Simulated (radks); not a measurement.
Problem. The mean radii <r> (bohr) of the occupied orbitals of an atom or ion are listed with their occupations. Method: scalar-relativistic Kohn-Sham, PBE, spin-polarised, spherical densities, point nucleus; computed with a radial shooting solver on a logarithmic mesh with Libxc functionals.

| orbital | occ. | <r> |
|---|---|---|
| 1s up | 1 | 0.03344 |
| 1s down | 1 | 0.03344 |
| 2s up | 1 | 0.1457 |
| 2s down | 1 | 0.1457 |
| 2p up | 3 | 0.1270 |
| 2p down | 3 | 0.1270 |
| 3s up | 1 | 0.4027 |
| 3s down | 1 | 0.4026 |
| 3p up | 3 | 0.4030 |
| 3p down | 3 | 0.4030 |
| 3d up | 5 | 0.3842 |
| 3d down | 5 | 0.3841 |
| 4s up | 1 | 1.018 |
| 4s down | 1 | 1.013 |
| 4p up | 3 | 1.123 |
| 4p down | 3 | 1.118 |
| 4d up | 5 | 1.544 |
| 4d down | 1 | 1.568 |
| 5p up | 1 | 3.592 |

Name the element and its charge. Open shells, if any, are filled with parallel spins first.

Solution. Z = 44, ruthenium, charge +1: Ru+ in [Kr] 4d6 5p1. The 1s radius gives Z: for a bare nucleus <r> = (2 gamma + 1)/(2Z) with gamma = sqrt(1 - (Z/c)^2), 0.03289 bohr for Z = 44, and screening makes it slightly larger (0.03344 here). The occupations add up to 43, and the charge is Z minus that.
